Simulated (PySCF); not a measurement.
## Exercise with solution: oscillator strength and radiative lifetime

Si(H)2(Me)(OMe) (C2H8OSi), SMILES CO[SiH2]C.

The structure is a stationary point at PBE0-D3(BJ)/def2-SVP. The values are those of a single conformer.

TDA-M06-2X/def2-SVPD in PySCF 2.14.0 puts the first singlet state with f over 0.02 at 7.98 eV (vertical), with the transition dipole (0.000, 0.000, 0.443) in atomic units.

Task: Find the oscillator strength, the wavelength and the radiative lifetime that this transition would have in vacuum if emission retraced absorption.

Result: 
|μ|² = 0.1962 au, so |μ| = 1.13 D. ΔE = 7.98/27.211 = 0.2933 hartree. f = (2/3) ΔE |μ|² = 0.038 (the program prints 0.038).
λ = 1239.84/7.98 = 155 nm; ν = 64363 cm⁻¹.
Einstein's coefficient A = 0.6670 ν² f s⁻¹ (ν in cm⁻¹) = 1.1e8 s⁻¹, so τ = 1/A = 9.4 ns. This state is S2; the lower singlet has f = 0.006. The figure is the radiative limit of this one transition; relaxation, internal conversion, crossing to triplets and a medium change what is measured.
